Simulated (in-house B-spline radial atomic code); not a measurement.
## Tc: [Kr] (4d3/2)1 (4d5/2)4 5s2 (an excited or competing configuration)

Computed with an all-electron radial atomic-structure program (B-spline basis): Dirac-Hartree-Fock, average of the jj configuration, Fermi nucleus of rms radius 4.41117 fm.

Screening seen three ways: the hydrogenic charge with the same mean radius, Z_r = [3n² - l(l+1)]/(2<r>), the one with the same energy, Z_e = n√(-2ε), and Slater's rules. Values are occupation-weighted means over j. An effective charge above Z reflects the relativistic contraction of the inner shells.

| shell | electrons | ε (eV) | <r> (bohr) | Z_r | Z_e | Slater |
| --- | --- | --- | --- | --- | --- | --- |
| 1s | 2 | -21175 | 0.03427 | 43.77 | 39.45 | 42.70 |
| 2s | 2 | -3098.9 | 0.1489 | 40.28 | 30.18 | 38.85 |
| 2p | 6 | -2768.4 | 0.1303 | 38.38 | 28.53 | 38.85 |
| 3s | 2 | -573.85 | 0.4125 | 32.72 | 19.48 | 31.75 |
| 3p | 6 | -462.09 | 0.4139 | 30.20 | 17.48 | 31.75 |
| 3d | 10 | -280.68 | 0.398 | 26.38 | 13.63 | 21.85 |
| 4s | 2 | -90.453 | 1.064 | 22.57 | 10.31 | 15.25 |
| 4p | 6 | -56.783 | 1.18 | 19.50 | 8.17 | 15.25 |
| 4d | 5 | -12.328 | 1.678 | 12.52 | 3.81 | 5.60 |
| 5s | 2 | -6.6853 | 3.529 | 10.63 | 3.50 | 3.60 |

The least bound orbital is 5s1/2 at -6.685 eV, and it is also the most diffuse (<r> = 3.529 bohr). The part-filled 4d shell lies below the filled 5s shell in orbital energy.

For the 1s electron the small component carries 2.46 % of the norm, the zero-frequency Breit interaction raises the level by 41.74 eV, self-energy by 22.92 eV, and vacuum polarisation lowers it by 2.692 eV.
